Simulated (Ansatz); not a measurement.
`C#[C][SnH2][O]C` + HBr → `C[O][SnH2][Br]` + `C#C` at 298.15 K and 1 bar (ligand exchange at the Sn–C bond).

Calculated with Ansatz (gas phase, PBE0-D4/def2-TZVP geometries, no zero-point term in ΔE). CCSD(T)/CBS is the MP2 limit (def2-TZVPP, def2-QZVPP) plus CCSD(T) − MP2 in def2-TZVPP, frozen cores. This one scheme is used for every species. def2 core potentials past Kr. For Br, Sn outer-core shells are correlated without core-valence functions, which leaves a few kJ/mol of doubt a bond. Scalar relativity is left out up to krypton. Each species was taken in one conformer, which may not be the lowest.

```
          species  CCSD(T)/CBS energy (Eh)  H − E (kJ/mol)  S (J/(mol·K))
`C#[C][SnH2][O]C`               -406.88720           217.3          378.4
              HBr              -2573.91920            24.6          198.6
 `C[O][SnH2][Br]`              -2903.61539           168.4          369.4
            `C#C`                -77.22717            80.8          200.2
```

H − E and S are ideal-gas, rigid-rotor, harmonic terms from PBE0-D4/def2-TZVP, for one conformer and one mirror image of each species. 1 Eh = 2625.50 kJ/mol, R = 8.31446 J/(mol·K).

Q: By hand: ΔE, ΔH, ΔS and ΔG.

A: ΔE = (-2903.61539) + (-77.22717) − (-406.88720) − (-2573.91920) = -0.03616 Eh = -94.9 kJ/mol. Δ(H − E) = 168.4 + 80.8 − 217.3 − 24.6 = 7.3, so ΔH = -87.6 kJ/mol. ΔS = 369.4 + 200.2 − 378.4 − 198.6 = -7.4 J/(mol·K). ΔG = -87.6 − 298.15 × (-7.4)/1000 = -85.4 kJ/mol.

Q: By hand: the equilibrium constant, and the temperature at which ΔG would vanish if ΔH and ΔS stayed fixed.

A: log₁₀ K = −ΔG/(RT ln 10) = 15.0. ΔG = 0 at ΔH/ΔS = 11838 K, far beyond where these terms or the molecules hold.

The number of gas molecules stays the same, so ΔS is small and ΔH decides. A doubt of 5 kJ/mol in ΔE shifts log₁₀ K by 0.9 here. Other conformers and mirror images would add mixing entropy, several J/(mol·K) or more a flexible species. Modes under 60 cm⁻¹, often nearly free rotors, make the harmonic entropy too high. These are equilibria of isolated gas molecules and say nothing of rates. Largest T1 diagnostic: 0.014 (customary marks: 0.02 for closed shells, 0.045 for open ones).
